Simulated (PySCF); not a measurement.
In(F)(Br)(Me) (CH3BrFIn), SMILES [CH3][In]([F])[Br]. The structure is a stationary point at B3LYP-D3(BJ)/def2-SVP. The structure was generated by enumeration; whether it is a known compound was not checked. The def2 effective core potentials stand for the cores of In; spin–orbit coupling is left out.

Computed equilibrium geometry at B3LYP-D3(BJ)/def2-SVP (PySCF confirms it by a frequency run) as bond lengths and angles, and its point group:
point group Cs.
Atoms: In1 F2 Br3 C4 H5 H6 H7. Bond lengths (Å): In1–F2 1.969, In1–Br3 2.498, In1–C4 2.156, C4–H5 1.097, C4–H6 1.099, C4–H7 1.099. Bond angles (°): F2–In1–Br3 110.2, F2–In1–C4 121.1, Br3–In1–C4 128.7, In1–C4–H5 109.3, In1–C4–H6 108.1, In1–C4–H7 108.1, H5–C4–H6 110.7, H5–C4–H7 110.7, H6–C4–H7 109.8.
Charge 0, spin multiplicity 1.
